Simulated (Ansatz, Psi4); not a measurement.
**Worked example: vertical ionisation energy of HOI (SMILES OI)**

The species is HOI (3 atoms), meant as a singlet with charge 0. As SMILES, `OI`. Geometry: relaxed at PBE0-D4/def2-TZVP.

| atom | x (Å) | y (Å) | z (Å) |
| --- | --- | --- | --- |
| O | -0.3762 | -0.4676 | -0.2534 |
| I | 1.2471 | 0.1302 | 0.6970 |
| H | -0.8709 | 0.3375 | -0.4436 |

Both states at this one shape; open shells run unrestricted unless said. 1 Eh = 27.2114 eV.

```tsv
level	program	singlet HOI (Eh)	doublet HOI+ (Eh)
TPSSh/def2-TZVPP (core potential)	Psi4	-373.441304	-373.083829
wB97X/STO-3G	Ansatz	-6927.726551	-6927.443870
wB97X-V/def2-TZVPP (core potential)	Psi4	-373.492272	-373.127361
```

Problem. Work out the vertical ionisation energy at each level.

Solution. 
1. TPSSh/def2-TZVPP (core potential): -373.083829 − (-373.441304) = 0.357475 Eh = 9.73 eV.
2. wB97X/STO-3G: -6927.443870 − (-6927.726551) = 0.282681 Eh = 7.69 eV.
3. wB97X-V/def2-TZVPP (core potential): -373.127361 − (-373.492272) = 0.364911 Eh = 9.93 eV.

No measured value is set beside it here; the levels span 7.69 to 9.93 eV. Spin-orbit coupling, which splits open shells on such heavy atoms by tenths of an eV, is left out. Minimal sets are far from the basis-set limit. All-electron rows are non-relativistic unless named.
